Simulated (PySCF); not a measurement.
[Yb(H2O)]3+ at several levels of theory

Computed with PySCF 2.14.0 (density fitting, no spin-orbit coupling) at the geometry relaxed with B3LYP:

```xyz
4
[Yb(H2O)]3+ (singlet in the valence; each metal's 4f electrons, 13 of them, lie in its core potential, out of spins and levels)
Yb    0.0000    0.0000   -0.0516
O     0.0000    0.0000    2.0772
H     0.7849    0.0000    2.7111
H    -0.7849    0.0000    2.7111
```

```csv
level,basis,state,HOMO (eV),gap (eV),charge on Yb1 (e),population of f-type functions on Yb1 (polarisation alone where 4f lies in the core),dipole about the centre of mass (D),largest force component (eV/Å)
B3LYP,"Yb lcecp-1-SVP with ECP59, O def2-SVP, H def2-SVP",singlet,-28.26,6.93,2.52,0.02,3.63,0.00
B3LYP,"Yb lcecp-1-TZVP with ECP59, O def2-TZVP, H def2-TZVP",singlet,-28.25,6.95,2.62,0.02,3.66,0.25
```

In the lcecp rows the 4f levels are missing from HOMO and gap, and the state counts the valence alone.

Charges are Mulliken's, which hang on the basis. The relaxation used the grid (50, 194), these runs (75, 302) or, all-electron (x2c bases, spin-free X2C Hamiltonian), (99, 590).

(1) Order these levels, in the first row's basis, by the HOMO–LUMO gap they give here, smallest first.
A. wB97X
B. PBE0
C. BLYP
D. HF

(2) And their other results?

An lcecp potential fixes the number of 4f electrons, so in runs with it no electron can move into or out of that shell.

## Answers

(1) C (4.80 eV), B (7.71 eV), A (12.84 eV), D (15.25 eV).

(2) 
```json
{"level": "HF", "state": "singlet", "HOMO (eV)": "-32.86", "gap (eV)": "15.25", "charge on Yb1 (e)": "2.67", "population of f-type functions on Yb1 (polarisation alone where 4f lies in the core)": "0.02", "dipole about the centre of mass (D)": "2.82", "largest force component (eV/Å)": "1.70"}
{"level": "PBE0", "state": "singlet", "HOMO (eV)": "-28.54", "gap (eV)": "7.71", "charge on Yb1 (e)": "2.54", "population of f-type functions on Yb1 (polarisation alone where 4f lies in the core)": "0.02", "dipole about the centre of mass (D)": "3.54", "largest force component (eV/Å)": "0.14"}
{"level": "wB97X", "state": "singlet", "HOMO (eV)": "-30.97", "gap (eV)": "12.84", "charge on Yb1 (e)": "2.55", "population of f-type functions on Yb1 (polarisation alone where 4f lies in the core)": "0.02", "dipole about the centre of mass (D)": "3.30", "largest force component (eV/Å)": "0.29"}
{"level": "BLYP", "state": "singlet", "HOMO (eV)": "-26.81", "gap (eV)": "4.80", "charge on Yb1 (e)": "2.47", "population of f-type functions on Yb1 (polarisation alone where 4f lies in the core)": "0.02", "dipole about the centre of mass (D)": "3.93", "largest force component (eV/Å)": "0.36"}
```
